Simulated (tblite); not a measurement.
Parent: `[CH3:1][S:2][CH2:3][CH2:4][CH2:5][CH2:6][SiH3:7]` with C1–S2–C3–C4 71°, S2–C3–C4–C5 62°, C3–C4–C5–C6 -179°, C4–C5–C6–Si7 179°, C5H14SSi.

The geometries are computed with GFN2-xTB (gas phase). One conformer each, not checked by frequencies here.

```
coordinate of the parent    value
                   C1–S2  1.815 Å
                   S2–C3  1.824 Å
                   C3–C4  1.521 Å
                   C4–C5  1.527 Å
                   C5–C6  1.525 Å
                  C6–Si7  1.902 Å
                C1–S2–C3   100.3°
                S2–C3–C4   113.8°
                C3–C4–C5   112.3°
                C4–C5–C6   112.2°
               C5–C6–Si7   112.9°
```

How does the shared frame change in `[CH3:1][S:2][CH2:3][CH2:4]/[CH:5]=[CH:6]/[SiH3:7]` with C1–S2–C3–C4 72°, S2–C3–C4–C5 175°, C3–C4–C5–C6 -123°, C5H12SSi? Atoms pair as C1 = C1, S2 = S2, C3 = C3, C4 = C4, C5 = C5, C6 = C6, Si7 = Si7 (parent first).

```
   parent   relative  value in the relative  change
    C1–S2      C1–S2                1.816 Å  +0.001
    S2–C3      S2–C3                1.822 Å  -0.002
    C3–C4      C3–C4                1.526 Å  +0.005
    C4–C5      C4–C5                1.497 Å  -0.030
    C5–C6      C5=C6                1.326 Å  -0.199
   C6–Si7     C6–Si7                1.878 Å  -0.024
 C1–S2–C3   C1–S2–C3                 100.2°    -0.1
 S2–C3–C4   S2–C3–C4                 113.1°    -0.7
 C3–C4–C5   C3–C4–C5                 110.3°    -2.0
 C4–C5–C6   C4–C5–C6                 125.2°   +13.0
C5–C6–Si7  C5–C6–Si7                 125.0°   +12.1
```

Of the parent's bonds, C5–C6 changes most (-0.199 Å). Point group C1 → C1.
